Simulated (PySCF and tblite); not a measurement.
Values are calculated unless marked as measured or tabulated.
System: C₇H₉NO, numbered as in [H]/[N:9]=[C:8]1\[C:5](=[CH:4]/[O:3][CH:2]=[CH2:1])[CH2:6][CH2:7]1.

Motion: rotation about the C4–O3 bond (torsion C5–C4–O3–C2 from 180° to 336°, rising). GFN2-xTB gives an electronic barrier of 6.0 kcal/mol and a reaction energy of 1.3 kcal/mol.

Q: What does PBE0/pcSseg-1 + D3(BJ) give on GFN2-xTB geometries?

A: A barrier of 4.1 kcal/mol, 1.9 below the tight-binding barrier (from unrounded values), a reaction energy of 1.4 kcal/mol and, with GFN2-xTB thermal terms, ΔG‡(298 K) = 4.0 kcal/mol and k = 1.5×10¹⁰ s⁻¹ (2 equivalent paths).

Programs: tblite and PySCF.
